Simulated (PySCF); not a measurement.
Predicted microwave data (PBE0/def2-SVPD in PySCF (dipole) on a GFN2-xTB geometry, gas phase) for one isomer of C5H9OPSi:

| Quantity | Value |
| --- | --- |
| Rotational constants | A = 2304, B = 999.4, C = 829.4 MHz |
| Dipole components | \|μa\| = 0.43 D, \|μb\| = 0.25 D, \|μc\| = 0.49 D |
| Inertial defect | -115.76 u·Å² |
| κ | -0.77 |

Question: Which candidate fits, each taken in the one conformer that was computed?
A. `[CH:1]#[C:2][C@@H:3]1[CH2:4][CH2:5][O:6][Si@H:7]1[PH2:8]` with O6–Si7–P8–H -169° and -76°, C2–C3–C4–C5 -84°, C3–C4–C5–O6 -44°, C4–C5–O6–Si7 34°, C5–O6–Si7–P8 -127°
B. `[CH:1]#[C:2][Si@@H:3]([PH2:4])[O:5]/[CH:6]=[CH:7]/[CH3:8]` with C2–Si3–P4–H -66° and 26°, C2–Si3–O5–C6 58°, Si3–O5–C6–C7 -4°
C. `[CH2:1]=[CH:2][O:3][Si@@H:4]([PH2:5])[C:6]#[C:7][CH3:8]` with C1–C2–O3–Si4 -172°, C2–O3–Si4–P5 -171°, O3–Si4–P5–H 178° and -90°

Answer: A. It is C#C[C@@H]1CCO[Si@H]1P, an asymmetric top, point group C1. The candidates at the same level (rigid rotor, commonest isotopes):

```
               SMILES  A (MHz)  B (MHz)  C (MHz)  μa (D)  μb (D)  μc (D)  Δ (u·Å²)  point group           rotor
C#C[C@@H]1CCO[Si@H]1P     2304    999.4    829.4    0.43    0.25    0.49   -115.76           C1  asymmetric top
 C#C[Si@@H](P)O/C=C/C     2133    785.1    603.2    0.76    1.39    0.01    -42.77           C1  asymmetric top
   C=CO[Si@@H](P)C#CC     1316    909.5    573.8    2.37    0.74    0.64    -58.76           C1  asymmetric top
```

`C=CO[Si@@H](P)C#CC` has A 43 % too low; `C#C[Si@@H](P)O/C=C/C` has C 27 % too low. No structure here is proved a minimum.
